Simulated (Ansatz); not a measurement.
`C[Si@H](F)[C@@H](F)Cl`, relaxed with RKS PBE0-D4/def2-TZVP in Ansatz from a PBE-D4/def2-SVP geometry. The force threshold is 0.005 eV/Å; the program also tests the step.

Total charge 0; spin multiplicity 1.

Start:

```xyz
11

C     0.889   -1.246   -0.354
Si    0.431    0.261    0.638
F     0.012   -0.141    2.174
C    -1.097    1.105   -0.163
F    -0.733    1.531   -1.426
Cl   -2.447   -0.099   -0.281
H     0.034   -1.951   -0.388
H     1.770   -1.765    0.074
H     1.130   -0.946   -1.394
H     1.529    1.281    0.725
H    -1.518    1.969    0.394
```

```
step  energy (eV)  largest force (eV/Å)  largest move (Å)
   1  -27980.4109                 1.322             0.000
   2  -27980.4689                 0.802             0.032
   3  -27980.4861                 0.096             0.030
   4  -27980.4866                 0.031             0.014
   5  -27980.4867                 0.017             0.003
   6  -27980.4867                 0.003             0.003
```

End:

```xyz
11

C     0.893   -1.249   -0.347
Si    0.418    0.246    0.622
F    -0.001   -0.141    2.115
C    -1.098    1.100   -0.155
F    -0.761    1.546   -1.411
Cl   -2.449   -0.049   -0.283
H     0.075   -1.971   -0.373
H     1.772   -1.729    0.088
H     1.133   -0.963   -1.375
H     1.500    1.257    0.707
H    -1.481    1.951    0.412
```

It took 23 s on 4 threads of an INTEL XEON PLATINUM 8581C on a shared host, with 0.71 GiB of host memory at the peak.
